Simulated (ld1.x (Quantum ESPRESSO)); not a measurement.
## An all-electron radial function and its pseudo partner (rhenium (Re))

Columns: radius, all-electron u(r) and pseudo u(r) of the 6p shell (level -1.47 eV) of rhenium in the configuration [Xe] 4f14 5d5 6s2 6p0; PBE, non-relativistic, TM semilocal scheme, ld1.x (Quantum ESPRESSO) 7.5.

```
r (bohr)  all-electron  pseudo
   0.175       -0.0699  0.0017
   0.350        0.1115  0.0066
   0.525        0.0397  0.0151
   0.700       -0.1065  0.0272
   0.875       -0.1868  0.0431
   1.050       -0.1905  0.0633
   1.225       -0.1423  0.0878
   1.400       -0.0673  0.1170
   1.575        0.0169  0.1506
   1.750        0.1000  0.1884
   1.925        0.1765  0.2294
   2.100        0.2442  0.2722
   2.275        0.3023  0.3149
   2.450        0.3511  0.3555
   2.625        0.3911  0.3920
   2.800        0.4232  0.4230
   2.975        0.4480  0.4478
   3.150        0.4664  0.4663
   3.325        0.4791  0.4791
   3.500        0.4869  0.4869
   3.675        0.4904  0.4904
   3.850        0.4904  0.4904
   4.025        0.4872  0.4872
   4.200        0.4816  0.4816
   4.375        0.4738  0.4738
   4.550        0.4644  0.4644
```

How many radial nodes do the two functions have?

The all-electron 6p function has n − l − 1 = 4 (the table is too coarse to show those close to the nucleus); the pseudo-wave has 0, since the states of the same l below it are removed with the core.

At about which radius was the pseudo-wave matched?

3.50 bohr. The columns agree to 0.0005 from 2.80 bohr on; several derivatives are matched, so the curves merge somewhat inside the radius.

Is the pseudo-wave norm-conserving?

Yes: the TM semilocal scheme keeps the norm inside the radius equal to the all-electron one, which fixes the energy derivative of the logarithmic derivative at the level.
